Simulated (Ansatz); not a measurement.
System: B$_{2}$H$_{4}$ (charge -1, doublet). It need not be the lowest isomer of its formula. 
Structure (B3LYP-D3(BJ)/def2-TZVP (Ansatz, a quantum-chemistry and plane-wave program) minimum search):
SMILES: B[BH2-]
```xyz
6

B      0.0001     0.0136     0.8205
B     -0.0001    -0.0136    -0.8205
H      1.0156     0.0327     1.4961
H     -1.0154     0.0168     1.4965
H      1.0154    -0.0168    -1.4965
H     -1.0156    -0.0327    -1.4961
```
Charge -1, spin multiplicity 2.

Parts of the frozen-core correlation energy in cc-pVDZ (Ansatz, hartree). Frozen orbitals: 2; correlated occupied orbitals by spin: 6 and 5; virtual: 40 and 41. Open shells are spin-unrestricted. Spin-orbit coupling is left out. Non-relativistic.

```
term                           value
-------------------------  ---------
reference (HF)             -51.63410
MP2 opposite-spin                  ?
MP2 same-spin                      ?
CCSD correlation            -0.22525
(T)                                ?
CCSDT minus CCSD(T)         -0.00092
T1 diagnostic                  0.009
largest doubles amplitude      0.036
<S^2> of the reference         0.756
```

**Question.** Fill in the missing entries.

**Answer.** 
- MP2 opposite-spin, value: -0.15420
- MP2 same-spin, value: -0.03302
- (T), value: -0.00543
